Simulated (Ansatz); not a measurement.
`C[Se][GaH][Cl]` + `[SiH3][SeH]` → `[SiH3][Se][GaH][Cl]` + `C[SeH]`  (ligand exchange at a Ga–Se bond)

Isolated molecules relaxed with PBE0-D4/def2-TZVP in Ansatz; ΔE leaves out vibrations. CCSD(T)/CBS is the MP2 limit (def2-TZVPP, def2-QZVPP) plus CCSD(T) − MP2 in def2-TZVPP, frozen cores. Functionals use def2-TZVPP. HSE06 is defined as in plane-wave codes. For Ga, Se outer-core shells are correlated without core-valence functions, which leaves a few kJ/mol of doubt a bond. Scalar relativity is left out up to krypton. One conformer a species, not always the lowest.

`C[Se][GaH][Cl]`:

```xyz
8

C    -1.317   -0.300   -0.499
Se   -0.360   -0.944    1.085
Ga    1.613    0.211    0.840
Cl    1.742    1.473   -0.899
H    -0.723   -0.469   -1.393
H    -2.238   -0.877   -0.547
H    -1.544    0.757   -0.392
H     2.827    0.148    1.805
```

`[SiH3][SeH]`:

Cartesian coordinates in Å:
```
Si -0.320 -0.464 -0.117
Se 1.003 1.334 -0.575
H 0.390 -1.461 0.724
H -0.635 -1.052 -1.441
H -1.571 -0.056 0.568
H 1.132 1.699 0.842
```

`[SiH3][Se][GaH][Cl]`:

Z-matrix (Å, degrees):
```
Si
Se 1 2.287
H 1 1.485 2 109.8
H 1 1.483 2 109.0 3 -120.3
H 1 1.483 2 109.1 3 120.3
Ga 2 2.309 1 96.4 3 -0.2
Cl 6 2.142 2 113.8 1 180.0
H 6 1.552 2 126.5 1 -0.0
```

`C[SeH]`:

```xyz
6

C    -0.127   -0.028   -0.530
Se   -0.212   -0.575    1.338
H    -0.481    0.994   -0.646
H    -0.791   -0.702   -1.070
H     0.884   -0.135   -0.915
H     0.727    0.445    1.822
```

```csv
level,ΔE (kJ/mol),difference from CCSD(T)/CBS
ωB97M-V,-2.0,0.3
PBE-QIDH,-3.5,-1.2
PBE,-0.6,1.7
BLYP,0.6,2.9
HSE06,-2.4,-0.1
BHLYP,-2.0,0.3
HF/def2-TZVPP,-4.1,-1.8
CCSD/def2-TZVPP,-2.7,-0.4
SCS-MP2/def2-QZVPP,-3.2,-0.9
CCSD/CBS(def2),-2.5,-0.2
CCSD(T)/CBS,-2.3,0
```

Largest T1 diagnostic among the species: 0.011.

Leaving LDA and LC-ωPBE aside and taking each functional with its dispersion term where it has one, the values, not all of them listed here, spread over 4.5 kJ/mol, from PBE-QIDH to BLYP-D4.
